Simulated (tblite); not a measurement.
Isomers of C5H9OP. Level: GFN2-xTB in tblite, geometry and Hessian alike; calculated harmonic values, unscaled, isolated species. This tight-binding method is rough: wavenumbers can miss measured ones by several per cent, in bad cases by 10 to 20. Modes of hydrogen on phosphorus can be 10 to 20 % off. One conformer each.

Electronic energies: GFN2-xTB at the same geometries; isomer energies are rough at this level and their order can be wrong.

```
              SMILES  electronic energy, lowest = 0 (kJ/mol)
 C=C[P@@H](=O)/C=C\C                                    51.5
C=C[C@@H]1CC[P@H]1=O                                     0.0
        C/C=C/P=C\OC                                   191.0
```

Problem. How do GFN2-xTB zero-point energies change the relative energies?

Solution. 
```json
{"SMILES": "C=C[C@@H]1CC[P@H]1=O", "ZPE (kJ/mol)": "333.0", "of it from modes above 1550 cm⁻¹": "168.0", "electronic (kJ/mol)": "0.0", "with ZPE, lowest = 0 (kJ/mol)": "0.0", "lowest mode (cm⁻¹)": "97", "rings": "1"}
{"SMILES": "C=C[P@@H](=O)/C=C\\C", "ZPE (kJ/mol)": "326.8", "of it from modes above 1550 cm⁻¹": "179.4", "electronic (kJ/mol)": "51.5", "with ZPE, lowest = 0 (kJ/mol)": "45.3", "lowest mode (cm⁻¹)": "66", "rings": "0"}
{"SMILES": "C/C=C/P=C\\OC", "ZPE (kJ/mol)": "331.7", "of it from modes above 1550 cm⁻¹": "171.6", "electronic (kJ/mol)": "191.0", "with ZPE, lowest = 0 (kJ/mol)": "189.7", "lowest mode (cm⁻¹)": "57", "rings": "0"}
```

The zero-point energies span 6.2 kJ/mol, from `C=C[P@@H](=O)/C=C\C` to `C=C[C@@H]1CC[P@H]1=O`. The order is unchanged.

Problem. What do entropy and thermal enthalpy add at 298.15 K and 1 bar (rigid rotor, harmonic oscillator, one conformer each)?

Solution. 
```
              SMILES  point group  symmetry number  S (J/(mol K))  H − H(0) (kJ/mol)  ZPE + H − H(0) − TS (kJ/mol)
C=C[C@@H]1CC[P@H]1=O           C1                1          359.9              22.72                         248.4
 C=C[P@@H](=O)/C=C\C           C1                1          388.2              26.17                         237.2
        C/C=C/P=C\OC           Cs                1          406.0              27.66                         238.3
```
